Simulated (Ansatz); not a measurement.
CH7FO2Si2 (`C[SiH](F)O[SiH2]O`). The species carries charge 0 and has multiplicity 1. All single points use the PBE0-D4/def2-TZVP geometry. It is one conformer, not always the lowest.

```xyz
13

C    -0.896   -1.272   -1.819
Si    0.407   -0.470   -0.793
F     0.747    0.974   -1.408
O    -0.130   -0.236    0.722
Si    0.021    0.796    1.986
O     1.323    1.774    1.820
H    -0.551   -1.411   -2.846
H    -1.152   -2.253   -1.410
H    -1.804   -0.664   -1.838
H     1.682   -1.222   -0.772
H     0.256    0.014    3.216
H    -1.237    1.581    2.059
H     1.334    2.389    1.084
```

Task: What is the dipole moment at ωB97M-V/def2-TZVPP? (Estimate.)

Result: Ansatz gave: 1.59 D, with components (-1.04, -0.55, -1.08) D in this frame, pointing from negative to positive charge.

Task: And with PBE, r2SCAN, B3LYP? (An estimate is asked.)

Result: The calculation gave: PBE 1.55 D, r2SCAN 1.60 D, B3LYP 1.59 D.

Task: Give the Mulliken charges with ωB97M-V, r2SCAN, PBE in def2-TZVPP. (Best estimate.)

Result: Computed: 
| atom | ωB97M-V | r2SCAN | PBE |
| --- | --- | --- | --- |
| C1 | -0.44 | -0.30 | -0.37 |
| Si2 | 0.66 | 0.72 | 0.60 |
| F3 | -0.33 | -0.34 | -0.30 |
| O4 | -0.40 | -0.43 | -0.32 |
| Si5 | 0.50 | 0.61 | 0.49 |
| O6 | -0.38 | -0.41 | -0.35 |
| H7 | 0.12 | 0.08 | 0.11 |
| H8 | 0.12 | 0.08 | 0.11 |
| H9 | 0.12 | 0.08 | 0.11 |
| H10 | -0.06 | -0.11 | -0.10 |
| H11 | -0.04 | -0.08 | -0.07 |
| H12 | -0.06 | -0.10 | -0.09 |
| H13 | 0.18 | 0.21 | 0.19 |

B3LYP here is the variant with VWN-RPA as its local correlation; programs differ in this.
